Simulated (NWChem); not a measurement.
# C$_{2}$H$_{3}$Br; SMILES C=CBr

Computed with NWChem. Pople sets run with spherical d functions. This build's default masses of Se (78.918 u) and Br (79.917 u) are each other's, which moves their modes by up to 0.6 %. Each level has its own optimisation. Computed dipoles belong to the equilibrium geometry; the measured one is vibrationally averaged.

Measured dipole moment: 1.42 D (NIST CCCBDB, as tabulated in the package chemicals).

```csv
level,dipole moment (D),computed − measured
Hartree-Fock/STO-3G,1.35,-0.07
Hartree-Fock/3-21G,1.79,+0.37
Hartree-Fock/6-31G*,1.88,+0.46
B3LYP/6-31G*,1.63,+0.21
"LDA (Slater exchange, VWN5)/def2-SVP",1.16,-0.26
PBE/def2-SVP,1.19,-0.23
BLYP/def2-SVP,1.20,-0.22
PBE0/def2-SVP,1.34,-0.08
```
